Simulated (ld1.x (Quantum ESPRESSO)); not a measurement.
## platinum (Pt): RRKJ pseudisation with LDA (PZ), scalar-relativistic reference atom.

- Element: platinum (Pt)
- Generator: ld1.x (Quantum ESPRESSO) 7.5
- Type: norm-conserving RRKJ (Kleinman–Bylander form)
- Functional: LDA (PZ)
- Relativity: scalar-relativistic
- Frozen core: [Kr] 4d10 4f14
- Valence charge: 18
- Reference configuration: 5s2 5p6 5d9 6s0.5 6p0 (charge +0.5)
- Partial waves: 5p (bound): rc 1.40 bohr; 5d (bound): rc 2.05 bohr; 5s (bound): rc 1.05 bohr
- Local potential: the s channel
- Core correction: none
- rho0: 0.001

Occupied shells without a wave of their own: 6s. They enter only through the test configuration that unscreens the potential.

Poles of the logarithmic derivatives, all-electron (AE) and pseudo (PS). s: poles at -7.8, 3.2 (AE) and -7.8, 3.0 (PS) Ry. p: poles at -4.3 (AE) and -4.3 (PS) Ry. d: poles at 0.0 (AE) and 0.0 (PS) Ry. Test radius 2.25 bohr.

- Cutoffs needed: 140 Ry and 230 Ry (the cutoffs (Ry, on a coarse ladder) from which the occupation-weighted sum of valence levels, in a spherical-Bessel basis at the reference potential, stays within 10 and 1 mRy of its value at 400 Ry)
- Ghost test: no extra level below or beside the all-electron valence levels (p, d, s, f tested) (spherical-Bessel basis up to 400 Ry, 20 bohr box)
- Largest excitation error: +246 meV (all-electron minus pseudo) for 5s2 5p6 5d8 6s2 6p0, out of 7 test configurations
